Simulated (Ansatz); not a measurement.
Ir₃⁺, relaxed as a quintet with UKS PBE-D4/def2-TZVP in Ansatz, starting from the PBE-D4/def2-TZVP geometry of the charge +1 singlet. Force threshold 0.02 eV/Å.

In the def2 sets Ir takes a core potential; there is no spin–orbit coupling. The gap within one spin of the charge 1 quintet nearly closes, so an electron or hole may be smeared out by delocalisation error. The structure comes from a short search, and lower isomers may exist.

Start:

```xyz
3

Ir   -0.413   -1.079   -0.743
Ir   -0.639    1.213   -0.079
Ir    1.052   -0.134    0.823
```

```csv
step,energy (eV),largest force component (eV/Å),SCF passes
1,-8513.7535,0.525,68
2,-8513.7574,0.361,30
3,-8513.7613,0.006,29
```

Force components are those of the run's own axes.

End:

Cartesian coordinates in Å:
```
Ir -0.416 -1.086 -0.749
Ir -0.644 1.222 -0.080
Ir 1.060 -0.135 0.829
```

By distances, no bond broke or formed. The bond that changes most is Ir1–Ir3, from 2.34 to 2.36 Å (atoms count from 1). The end is the same structure that another start reached.

No frequencies were taken in this run, so the end may be a saddle point.

Hardware: 4 threads of Intel Xeon on a shared host. Wall time 11 s.
